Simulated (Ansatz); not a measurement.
Reaction (substitution at a C–B bond): `B/C=C(/B)N` + H–F → `B/C=C(/N)F` + BH₃

Gas-phase electronic energies from Ansatz, PBE0-D4/def2-TZVP geometries. CCSD(T)/CBS is the MP2 limit (def2-TZVPP, def2-QZVPP) plus CCSD(T) − MP2 in def2-TZVPP, frozen cores. This one scheme is used for every species. Double bonds are as drawn, so ΔE can hold a change between cis and trans. DFT in def2-TZVPP. Each species was taken in one conformer, which may not be the lowest.

`B/C=C(/B)N`:

Cartesian coordinates in Å:
```
B -1.779 0.454 -0.912
C -0.334 0.719 -0.560
C 0.412 -0.021 0.340
B 1.945 0.045 0.137
N -0.124 -0.883 1.223
H -2.368 1.147 -1.690
H -2.373 -0.478 -0.433
H 0.225 1.498 -1.071
H 2.606 -0.947 0.264
H 2.453 1.069 -0.199
H 0.457 -1.565 1.675
H -1.120 -1.037 1.225
```

H–F:

Cartesian coordinates in Å:
```
F 0.257 -0.219 0.313
H -0.257 0.219 -0.313
```

`B/C=C(/N)F`:

Z-matrix (Å, degrees):
```
B
C 1 1.499
H 1 1.197 2 121.0
H 1 1.198 2 120.0 3 179.9
C 2 1.357 1 123.5 3 -0.1
H 2 1.087 1 122.2 3 179.9
F 5 1.325 2 121.7 1 -0.3
N 5 1.342 2 128.1 1 178.7
H 8 1.004 5 119.7 2 172.4
H 8 1.002 5 119.6 2 6.5
```

BH₃:

Cartesian coordinates in Å:
```
B 0.000 0.000 0.000
H -0.714 0.883 -0.369
H 0.993 -0.258 -0.609
H -0.280 -0.625 0.978
```

Q: Is it downhill or uphill in electronic energy at CCSD(T)/CBS, and by how much? (An estimate is asked.)

A: The calculation gave: Uphill: ΔE = +74.7 kJ/mol.

Q: What do these levels give: r2SCAN-D4, PBE0-D4, ωB97M-V, HF/def2-TZVPP, MP2/def2-QZVPP, CCSD/CBS(def2)? (Best estimate.)

A: Computed: r2SCAN-D4 57.9, PBE0-D4 65.1, ωB97M-V 55.3, HF/def2-TZVPP 30.8, MP2/def2-QZVPP 78.7, CCSD/CBS(def2) 69.5 kJ/mol.

Largest T1 diagnostic among the species: 0.014.

The D4 term adds +7.1 kJ/mol with B3LYP and +3.8 kJ/mol with PBE0; it sums over pairs of atoms, weighted by their polarisabilities, and B3LYP, whose exchange is more repulsive, gets the larger term. From PBE to PBE0 (25 % exact exchange), in def2-TZVPP and without D4, ΔE moves by −3.8 kJ/mol.

B3LYP here is the variant with VWN-RPA as its local correlation; programs differ in this.
